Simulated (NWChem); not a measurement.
# CH₇NSi; SMILES C[SiH2]N

```xyz
10

Si    -0.4759     0.0661     0.0000
C      0.4499    -1.5836     0.0000
N      0.4781     1.5226     0.0000
H     -1.3317     0.1210     1.2186
H     -1.3317     0.1210    -1.2186
H      1.0869    -1.6913    -0.8861
H      1.0869    -1.6913     0.8861
H     -0.2624    -2.4191     0.0000
H      1.0000     1.7742    -0.8314
H      1.0000     1.7742     0.8314
```
Atoms are numbered in this order, from 1.

Results from NWChem. Pople sets run with spherical d functions. Geometry: optimised at B3LYP/6-31G* (spherical d). B3LYP is NWChem's, with the RPA form of VWN correlation. Level: B3LYP/6-31G* with SMD (1 M gas to 1 M solution), gas-phase geometry. Reactions with the solvent are ignored.

Estimate the computed values for solvent water. Quantities: solvation free energy (kcal/mol); cavity-dispersion-structure term (kcal/mol); dipole in solution (D).


```yaml
solvation free energy (kcal/mol): -0.7
cavity-dispersion-structure term (kcal/mol): 3.8
dipole in solution (D): 2.22
```
